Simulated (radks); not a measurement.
Results of a calculation; reference values are marked as such.
Task: Radial electron density D(r) = 4 pi r^2 rho(r) of an atom or ion with 6 electrons. Level of theory: non-relativistic Kohn-Sham, r2SCAN, spin-polarised, spherical densities, point nucleus; meta-GGA in the generalised Kohn-Sham scheme (a radial shooting solver on a logarithmic mesh with Libxc functionals).

```
   r/bohr * D(r) (the largest magnitude, 12.5, reaches the edge; | marks zero)
  0.00837 |     *
 0.009362 |       *
  0.01047 |        *
  0.01162 |          *
    0.013 |            *
  0.01454 |               *
  0.01626 |                 *
  0.01804 |                    *
  0.02018 |                        *
  0.02257 |                           *
  0.02525 |                               *
  0.02801 |                                   *
  0.03133 |                                      *
  0.03505 |                                          *
   0.0392 |                                             *
  0.04349 |                                                *
  0.04865 |                                                 *
  0.05441 |                                                  *
  0.06038 |                                                  *
  0.06753 |                                                *
  0.07554 |                                              *
  0.08449 |                                          *
  0.09375 |                                      *
   0.1049 |                                   *
   0.1173 |                                *
   0.1312 |                               *
   0.1456 |                               *
   0.1628 |                                  *
   0.1821 |                                       *
   0.2021 |                                            *
    0.226 |                                                 *
   0.2528 |                                                     *
   0.2828 |                                                      *
   0.3138 |                                                    *
   0.3509 |                                              *
   0.3925 |                                      *
   0.4391 |                             *
   0.4872 |                     *
   0.5449 |               *
   0.6095 |          *
   0.6817 |        *
   0.7564 |       *
   0.8461 |       *
   0.9464 |     *
     1.05 |    *
    1.175 |  *
    1.314 | *
    1.469 |*
     1.63 *
    1.824 *
     2.04 *
    2.282 *
    2.532 *
```

What is the nuclear charge?

Result: Z = 18. The innermost maximum, from 1s, lies near 1/Z = 0.0556 bohr (found: 0.0553), and its height grows with Z. The density is that of the argon ion Ar12+ in 1s1 2s2 2p2 3s1; the configuration itself is not fixed sharply by these data, and Z only to about a unit. D(r) has 2 maxima, at r = 0.0553, 0.278 bohr, and minima at 0.133 bohr, inside which lie 1.10 electrons.
